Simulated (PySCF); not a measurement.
Steps of a relaxation of Eu2O3

Eu2O3 (singlet in the valence; each metal's 4f electrons, 6 of them, lie in its core potential, out of spins and levels). PySCF 2.14.0, RKS BP86, Eu lcecp-1-SVP with ECP52, O def2-SVP; non-relativistic Hamiltonian with scalar-relativistic core potentials where named; density fitting; no spin-orbit coupling. Origin of the start: displaced along the imaginary mode. Columns: position (Å) and force (eV/Å). Energies are counted from the last step; some of the 27 steps are shown. Forces carry noise of the integration grid, about 0.01 to 0.03 eV/Å.

Run from Python with OMP_NUM_THREADS=2. Where DIIS fails, smearing, a level shift and second-order steps follow.
It took 5.7 min on 2 threads of Arm Neoverse N1, on a shared host, from the converged density of the start.

```xyz
5
step 0  E = 1.925 eV
Eu    0.0316    0.0020    2.2696     0.51    0.04    0.02
Eu    0.0316    0.0020   -2.2696     0.51    0.04   -0.02
O    -0.2495   -0.0158    0.0000    -0.39   -0.03    0.00
O    -0.1769   -0.0112    4.1763    -0.31   -0.02   -0.50
O    -0.1769   -0.0112   -4.1763    -0.31   -0.02    0.50
```

```xyz
5
step 9  E = 0.380 eV
Eu    0.5804    0.0368    1.9224     0.02    0.01    0.48
Eu    0.5804    0.0368   -1.9224     0.02    0.01   -0.48
O    -0.2845   -0.0181    0.0000     0.03    0.01    0.00
O    -0.7082   -0.0449    3.3025    -0.04   -0.01   -0.18
O    -0.7082   -0.0449   -3.3025    -0.04   -0.01    0.18
```

```xyz
5
step 17  E = 0.058 eV
Eu    0.5737    0.0364    2.1256    -0.25    0.00    0.17
Eu    0.5737    0.0364   -2.1256    -0.25    0.00   -0.17
O     0.6683    0.0424    0.0000    -0.11   -0.01    0.00
O    -1.1780   -0.0748    2.8467     0.30    0.01   -0.28
O    -1.1780   -0.0748   -2.8467     0.30    0.01    0.28
```

Q: Where does the relaxation end?

A: It converges at step 26 in C2v:
```xyz
5
step 26  E = 0
Eu    0.5474    0.0347    2.0703
Eu    0.5474    0.0347   -2.0703
O     0.9929    0.0630    0.0000
O    -1.3139   -0.0834    2.3260
O    -1.3139   -0.0834   -2.3260
```

Q: How did the contacts change?

A: 
```
   contact  start (Å)  end (Å)
Eu1–O3 (O)      2.287    2.118
Eu1–O4 (O)      1.918    1.882
Eu2–O5 (O)      1.918    1.882
```


A frequency check found unstable modes (1, the lowest at -58 cm⁻¹), so the relaxed geometry is probably a saddle point. An lcecp potential fixes the number of 4f electrons, so in runs with it no electron can move into or out of that shell.
